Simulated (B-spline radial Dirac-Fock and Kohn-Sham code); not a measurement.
# Isotope-shift constants of the inner levels of Hg²⁺

System: mercury as Hg²⁺ in the configuration [Xe] 4f14 5d10.

The run's input, task.json:

```json
{"items": [{
  "Z": 80,
  "q": 2,
  "cfg": [[1, 0, 2], [2, 0, 2], [2, 1, 6], [3, 0, 2], [3, 1, 6], [3, 2, 10], [4, 0, 2], [4, 1, 6], [4, 2, 10], [4, 3, 14], [5, 0, 2], [5, 1, 6], [5, 2, 10]],
  "A": 202,
  "rrms": 5.4648,
  "do": "isoshift",
  "isotopes": [[181, 180.977819368, 5.4364], [182, 181.974689173, 5.3833], [183, 182.974444652, 5.4405], [184, 183.971717709, 5.3949], [185, 184.971890696, 5.4397], [186, 185.969362061, 5.4017], [187, 186.96981354, 5.4046], [188, 187.967580738, 5.4085], [189, 188.968194776, 5.41], [190, 189.96632225, 5.4158], [191, 190.967158301, 5.4171], [192, 191.965634263, 5.4232], [193, 192.966653395, 5.4238], [194, 193.965449108, 5.4309], [195, 194.966705809, 5.4345], [196, 195.965833445, 5.4385], [197, 196.967213715, 5.4412], [198, 197.966769177, 5.4463], [199, 198.968280994, 5.4474], [200, 199.968326941, 5.4551], [201, 200.970303054, 5.4581], [202, 201.970643604, 5.4648], [203, 202.972872396, 5.4679], [204, 203.973494037, 5.4744], [205, 204.976073151, 5.4776], [206, 205.977513837, 5.4837]]
}]}
```

Launch: `python xray2_run.py task.json out`

Calculated with a radial B-spline solver, using first-order field-shift and mass-shift constants from Dirac-Fock ground and hole states with a Fermi nucleus; the mass shift has no relativistic recoil terms. A binding energy shifts by δE = F·δ⟨r²⟩ + (K_N + K_S)·δ(1/M); F is taken for a change of radius at fixed skin thickness and so holds the higher radial moments.

```tsv
level	F (meV/fm²)
K (1s)	-1412
L1 (2s)	-211.9
L2 (2p1/2)	-5.866
L3 (2p3/2)	8.135
M1 (3s)	-48.60
M2 (3p1/2)	-1.478
M3 (3p3/2)	2.240
M4 (3d3/2)	2.083
M5 (3d5/2)	1.961
```

The mass shift is not given and not included below: at this Z its relativistic corrections are large. It matters little for K lines but can be comparable with the field shift of L lines.

Field shifts alone in meV from A = 202 (mass 201.9706 u, rms radius 5.4648 fm); radii from Angeli and Marinova (2013).

```tsv
A	mass (u)	radius (fm)	Kα1	Kα2	Kβ1	Lα1
182	181.9747	5.3833	+1255.8	+1243.4	+1250.6	-5.5
185	184.9719	5.4397	+388.8	+384.9	+387.2	-1.7
187	186.9698	5.4046	+929.4	+920.3	+925.6	-4.0
189	188.9682	5.41	+846.5	+838.1	+843.0	-3.7
194	193.9654	5.4309	+524.7	+519.5	+522.5	-2.3
196	195.9658	5.4385	+407.3	+403.3	+405.6	-1.8
197	196.9672	5.4412	?	?	?	?
198	197.9668	5.4463	+286.7	+283.9	+285.5	-1.2
199	198.9683	5.4474	+269.7	+267.0	+268.6	-1.2
205	204.9761	5.4776	-198.9	-197.0	-198.1	+0.9
```

Task: What are the shifts for A = 197?

Result: Kα1 +365.6 meV; Kα2 +362.0 meV; Kβ1 +364.1 meV; Lα1 -1.6 meV.
